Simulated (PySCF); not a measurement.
Mapped SMILES: `[F:1][C:2]([F:3])([F:4])[C:5]([F:6])([F:7])[C:8]([F:9])([F:10])[C:11]([F:12])([F:13])[F:14]`.

Single conformer, one averaged value for each set of equivalent atoms, non-relativistic, gas phase. PBE0/pcSseg-1 with gauge-including orbitals; structure optimised with PBE0-D3(BJ)/def2-SVP; PySCF 2.14.

Scale: 13C vs TMS; CFCl3 for 19F (reference shieldings calculated alike).

```
               atoms  nucleus  count  Hirshfeld charge  δ (ppm)
               C5/C8      13C      2              0.14    111.6
F1/F3/F4/F12/F13/F14      19F      6             -0.08    -92.6
              C2/C11      13C      2              0.24        ?
        F6/F7/F9/F10      19F      4             -0.07        ?
```

Q: Estimate the values marked ?.

A: 
- C2/C11: 123.1 ppm, CF3 carbon; 3 electronegative neighbours deshield it
- F6/F7/F9/F10: -144.7 ppm, fluorine of a CF2 group

Shifts are as computed. Against solution values, carbons near 30 ppm lie about +2 ppm off and those near 130 ppm about +5 ppm (rms about the fit 1.9 ppm; single classes can miss by 10 ppm). Of 1328 compounds with measured shifts, 309 miss one by over three times the rms of a fit or turn the order of signals round; such compounds aren't used in these exercises. Signals without a measured value on file couldn't be tested in this way; 1H shifts scatter by 0.2 ppm about their fit, and single ones miss by 0.5 ppm. Unscaled 19F shifts against computed CFCl3 carry errors that often reach 10 to 50 ppm.
